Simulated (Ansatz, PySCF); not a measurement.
C6H13 (SMILES C[CH]CCCC), doublet, at a GFN2-xTB geometry. Base run: CCSD(T)/STO-3G (PySCF).

Here is a job for PySCF.
```python
from pyscf import gto, scf, cc

mol = gto.Mole()
mol.atom = '''
    C    -2.75616312   -0.20561197    0.21276207
    C    -1.78454608    0.34115459   -0.75813841
    C    -0.36833833   -0.07787926   -0.76501162
    C     0.47699560    0.72934297    0.24942291
    C     1.96728692    0.39989938    0.18541199
    C     2.29100802   -1.01760492    0.64259801
    H    -2.43036344   -1.17449609    0.58708687
    H    -3.74337372   -0.31406975   -0.24055654
    H    -2.88342474    0.46072730    1.07634029
    H    -2.06746123    1.21659395   -1.31898910
    H     0.06525893    0.07423610   -1.75750878
    H    -0.29501304   -1.13731544   -0.50994433
    H     0.10161226    0.53347479    1.25569411
    H     0.33847710    1.79290047    0.04232314
    H     2.32530831    0.54255798   -0.83693164
    H     2.50353754    1.10698358    0.82389160
    H     1.85952607   -1.75394638   -0.03040284
    H     1.90061025   -1.19301961    1.64295739
    H     3.36784771   -1.17043147    0.66376993
'''
mol.basis = 'sto-3g'
mol.spin = 1
mol.verbose = 4
mol.build()

mf = scf.UHF(mol)
mf.kernel()

mycc = cc.CCSD(mf)
mycc.kernel()
et = mycc.ccsd_t()
print('E(CCSD(T)) = %.10f' % (mycc.e_tot + et))
```

The same geometry, method and basis name were run in Ansatz (a first-principles code) and PySCF, at each program's defaults and at the settings that a row names. The base is PySCF at its defaults. Differences at the defaults can come from grids, fitting, cores and function types together.

| code and settings | ΔE vs base (µEh) | basis functions | E (Eh) | SCF cycles | SCF-reference dipole (D) |
|---|---|---|---|---|---|
| PySCF, defaults (exact integrals, spherical functions, all electrons correlated) | 0.0 | 43 | -232.37943 | 11 | 0.12 |
| Ansatz, defaults (factorised integrals, spherical functions, frozen core) | 2630 | 43 | -232.37680 | - | - |
| PySCF, frozen core | 2593 | 43 | -232.37683 | 11 | 0.12 |
| Ansatz, high accuracy, frozen core | 2593 | 43 | -232.37683 | - | - |

Open shells are given as the SCF converged; they aren't shown to be the lowest states, and a large step between rows can be another state.
